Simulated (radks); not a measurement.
Te6+, configuration [Kr] 4d10. Method: Dirac Kohn-Sham, PBE, spin-unpolarised, spherical densities, point nucleus; computed with a radial shooting solver on a logarithmic mesh with Libxc functionals.

Normalised radial functions P(r) = r R(r) (large component), r in bohr:

r	4p1/2
0.002081	0.0077
0.002709	0.0112
0.0035	0.0161
0.004521	0.0235
0.005839	0.0345
0.007543	0.0507
0.009744	0.0743
0.01259	0.1081
0.01626	0.1549
0.02117	0.2189
0.02735	0.2954
0.03533	0.3787
0.04563	0.4507
0.05895	0.4790
0.07614	0.4191
0.09836	0.2308
0.1271	-0.0872
0.1654	-0.4666
0.2137	-0.7068
0.2761	-0.6200
0.3566	-0.1320
0.4606	0.5810
0.595	1.1513
0.7686	1.2788
0.9929	0.9800
1.293	0.5228
1.67	0.1964
2.157	0.0479
2.787	0.0068

4p1/2: eigenvalue -193.99 eV, 2 radial nodes at r = 0.119, 0.375 bohr, <r> = 0.798 bohr, 90 % of the charge inside 1.17 bohr.
